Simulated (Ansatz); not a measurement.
GaCl, closed-shell singlet (the spin of the measured ground state), most abundant isotopes (34.9689 and 68.9256 u). Constants from fifth-degree fits in 1/R to seven points on the lowest solution found; no spin–orbit coupling, no relativity up to Kr; ω_e x_e and α_e move by some per cent with the fit.

Correlated levels freeze the inner cores; with def2 sets outer-core shells near the valence are correlated too. CBS: X⁻³ extrapolation of the correlation energy, Hartree–Fock from the larger set.

Codes used: Ansatz (Gaussian basis) for Hartree–Fock, density functionals and correlated methods. Values without a source in brackets are computed.

| level | r_e (Å) | ω_e (cm⁻¹) | ω_e x_e (cm⁻¹) | α_e (cm⁻¹) |
|---|---|---|---|---|
| PBE/def2-TZVPP | 2.2351 | 353.9 | 1.23 | 0.000765 |
| CCSD(T)/CBS(def2-TZVPP, def2-QZVPP) | 2.1982 | 371.4 | 1.27 | 0.000794 |

D_e from total energies of the atoms and the molecule: 4.97 eV at PBE/def2-TZVPP; 4.97 eV at CCSD(T)/CBS(def2-TZVPP, def2-QZVPP).

Q: Derive the rotational constants, the centrifugal constant, the fundamental, the zero-point energy and the force constant, and test the Morse rule for the well depth.

A: 
μ = 23.19901 u.
- PBE/def2-TZVPP: B_e = 16.8576/(μ r_e²) = 0.14546 cm⁻¹; B₀ = B_e − α_e/2 = 0.14507 cm⁻¹; D = 4B_e³/ω_e² = 9.83e-08 cm⁻¹; fundamental ω_e − 2ω_e x_e = 351 cm⁻¹; zero-point energy ω_e/2 − ω_e x_e/4 = 177 cm⁻¹; k = μ(2πcω_e)² = 171 N/m; the line J = 1 ← 0 at 2B₀ = 8.698 GHz; a Morse well would hold ω_e²/(4ω_e x_e) = 3.16 eV against the computed D_e of 4.97 eV
- CCSD(T)/CBS(def2-TZVPP, def2-QZVPP): B_e = 16.8576/(μ r_e²) = 0.15038 cm⁻¹; B₀ = B_e − α_e/2 = 0.14998 cm⁻¹; D = 4B_e³/ω_e² = 9.86e-08 cm⁻¹; fundamental ω_e − 2ω_e x_e = 369 cm⁻¹; zero-point energy ω_e/2 − ω_e x_e/4 = 185 cm⁻¹; k = μ(2πcω_e)² = 189 N/m; the line J = 1 ← 0 at 2B₀ = 8.993 GHz; a Morse well would hold ω_e²/(4ω_e x_e) = 3.36 eV against the computed D_e of 4.97 eV

Measured for the ground state: r_e 2.2017 Å [microwave values compiled in ACS Omega 2, 8373 (2017)]; ω_e 365.3 cm⁻¹ [Huber and Herzberg (1979), NIST Chemistry WebBook].

Ansatz is a program for electronic structure.
